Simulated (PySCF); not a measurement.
AlH3, SMILES [AlH3].

Geometry: ωB97X-D3(BJ)/def2-TZVPD. The isomer is the one that the SMILES or the coordinates give; other isomers of the formula were not compared.

Two levels are set side by side: PBE/def2-TZVPD (PySCF) and M06-2X/def2-TZVPD (PySCF). Same geometry, gas phase. Differences are taken from unrounded values.

```tsv
quantity	M06-2X
orbital gap (eV)	8.52
highest occupied level (eV)	-9.72
lowest empty level (eV)	-1.19
mean polarisability (bohr³)	32.5
```

Task: What does PBE give, and how far is it from M06-2X? (Estimate from the structure and the level; the computed values follow.)

Result: 
| quantity | PBE | PBE minus M06-2X |
|---|---|---|
| orbital gap (eV) | 4.77 | -3.75 |
| highest occupied level (eV) | -7.31 | 2.41 |
| lowest empty level (eV) | -2.53 | -1.34 |
| mean polarisability (bohr³) | 34.1 | 1.6 |

Without exact exchange PBE keeps part of each electron's self-repulsion, which lifts occupied levels and narrows the gap. Loosely held outer electrons make PBE densities more polarisable. Differences between two approximate levels are no errors against the true value.

Rough cost on one machine, each run with all the roots and properties that it gave: M06-2X against PBE about 3 times.
